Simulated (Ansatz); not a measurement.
Ansatz (a first-principles code) input (CCSD(T)/def2-SVPD):

Ansatz 0.2 input:
```yaml
crystal:
  periodic: [false, false, false]
  atoms:
    - {symbol: C, position_ang: [-2.70349600, -0.42430344, 0.12072105]}
    - {symbol: Sn, position_ang: [-0.58265597, -0.09144564, 0.02601773]}
    - {symbol: I, position_ang: [0.53980891, -1.71595707, -1.81731220]}
    - {symbol: I, position_ang: [-0.06539195, 2.47130838, -0.65336417]}
    - {symbol: I, position_ang: [0.55315964, -0.59407706, 2.42479129]}
    - {symbol: H, position_ang: [-2.86945045, -1.46312114, 0.39597233]}
    - {symbol: H, position_ang: [-3.11644328, 0.24577358, 0.87099945]}
    - {symbol: H, position_ang: [-3.12189194, -0.21208485, -0.86027562]}
basis:
  gaussian:
    orbitals: def2-SVPD
magnetization: {spin_polarized: false}
correlation: {method: ccsd_t, electrons: outside_noble_gas}
output: {forces: true}
```

End of the output:

```
integrals: 0.89 GiB planned
2191 factors; integrals over basis functions are off by at most 1.1e-3 eV
1.32 GiB of device memory are held for the factors and their scratch space
mean field: 1.89 GiB planned
mean field evaluation 1: about -31101.4104 eV, gradient 2.6e1 eV
mean field evaluation 2: about -31101.5939 eV, gradient 2.6e1 eV
mean field evaluation 4: about -31103.8930 eV, gradient 2.6e0 eV
mean field evaluation 8: about -31103.9382 eV, gradient 2.3e-1 eV
mean field evaluation 16: about -31102.9713 eV, gradient 1.5e1 eV
mean field -31103.93847445 eV, -1143.0486559293 hartree, gradient 9.0e-6 eV, S^2 0.000000; 0 other end points of the search recorded, 0 dependent functions left out
37 core orbitals not correlated
reference -31103.93847445 eV, -1143.0486559293 hartree; 16, 16 occupied and 128, 128 virtual orbitals, 2191 factors
densities: 5.85 GiB planned
second order -14.69219792 eV of doubles, -0.00000000 eV of singles
coupled cluster: 2.34 GiB planned
cycle   1  -15.51682822 eV  change   -8.2e-1 eV  update   9.9e-2
cycle   2  -15.88417985 eV  change   -3.7e-1 eV  update   2.8e-2
cycle   3  -15.95284654 eV  change   -6.9e-2 eV  update   1.3e-2
cycle   4  -15.95011057 eV  change    2.7e-3 eV  update   2.8e-3
cycle   5  -15.94899091 eV  change    1.1e-3 eV  update   1.0e-3
cycle   6  -15.94880113 eV  change    1.9e-4 eV  update   3.2e-4
cycle   7  -15.94878594 eV  change    1.5e-5 eV  update   1.1e-4
cycle   8  -15.94880744 eV  change   -2.2e-5 eV  update   4.0e-5
cycle   9  -15.94880424 eV  change    3.2e-6 eV  update   1.3e-5
cycle  10  -15.94879714 eV  change    7.1e-6 eV  update   5.2e-6
perturbative correction -0.54340328 eV, -0.0199697022 hartree
the calculation of the forces begins
1.32 GiB of device memory are held for the factors and their scratch space
Total energy: -31120.43067487 eV, -1143.6547331159 hartree
Atom 0 at    -2.703496    -0.424303     0.120721 Å, force     0.397673     0.062414    -0.017757 eV/Å
Atom 1 at    -0.582656    -0.091446     0.026018 Å, force     0.017849     0.002801    -0.000797 eV/Å
Atom 2 at     0.539809    -1.715957    -1.817312 Å, force     0.095773    -0.136742    -0.155421 eV/Å
Atom 3 at    -0.065392     2.471308    -0.653364 Å, force     0.044763     0.216189    -0.057315 eV/Å
Atom 4 at     0.553160    -0.594077     2.424791 Å, force     0.096898    -0.042182     0.202133 eV/Å
Atom 5 at    -2.869450    -1.463121     0.395972 Å, force    -0.148757    -0.442471     0.117486 eV/Å
Atom 6 at    -3.116443     0.245774     0.870999 Å, force    -0.250972     0.264736     0.314070 eV/Å
Atom 7 at    -3.121892    -0.212085    -0.860276 Å, force    -0.253227     0.075256    -0.402399 eV/Å
Dipole moment:    -0.425830    -0.066832     0.019015 e Å
```
